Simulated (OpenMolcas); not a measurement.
**4d ions of charge +4 along the row**

```yaml
Program: OpenMolcas
Method: CASSCF
Basis: ANO-RCC-VTZP
Scalar_Hamiltonian: DKH2, point nucleus
Spin-orbit_coupling: state interaction with AMFI integrals over the reference wave functions, term energies averaged over their components
```

Active space: the 4d shell.

B and C come from two terms' centres of gravity (d2, d8: 3P = 15B, 1G = 12B + 2C; d3, d7: 4P = 15B, 2G = 4B + 3C; d4, d6: 3G = 9B + 4C, 3H = 4B + 4C; d5: 4D = 17B + 5C, 4G = 10B + 5C, above the ground term), where all their levels are at least 80 % pure. ζ = ±2S·A comes from the whole width of the ground multiplet by E(J) = (A/2) J(J+1), where its levels are at least 85 % pure. Energies in cm-1.

| Ion | Configuration | Lowest level | Weight (%) | B | C | ζ | ζ measured |
| --- | --- | --- | --- | --- | --- | --- | --- |
| Mo4+ | 4d² | ³F₂ | 99 |  |  | 922 | 959 |
| Tc4+ | 4d³ | ⁴F_3/2 | 99 | 893 | 3643 | 1096 |  |
| Ru4+ | 4d⁴ | ⁵D₀ | 98 |  |  | 1372 |  |
| Rh4+ | 4d⁵ | ⁶S_5/2 | 99 |  |  |  |  |
| Pd4+ | 4d⁶ | ⁵D₄ | 98 |  |  | 1727 |  |
| Ag4+ | 4d⁷ | ⁴F_9/2 | 97 |  |  | 1985 | 2028 |

Measured columns use the levels in Sugar and Musgrove, J. Phys. Chem. Ref. Data 17, 155 (1988) (Mo4+); the list in Gamrath, thesis, University of Mons (2023) (Ag4+).

The computed ζ goes from 922 (Mo4+) to 1985 cm-1 (Ag4+), a factor of 2.15, rising at every step. It departs from the measured column by -4 to -2 %.

Without dynamic correlation excited terms often stand tens of per cent too high (terms of higher spin than the ground term too low), and those without a measured partner can miss by more than the paired ones. Terms from blocks run as CI alone lack orbitals of their own. Computed and measured levels are paired by configuration, term and J; levels that our copy of the source lacks, or whose pairing is in doubt (as where it misses far off the trend of its configuration), stay unpaired and out of the deviations. Only configurations of the active space appear.
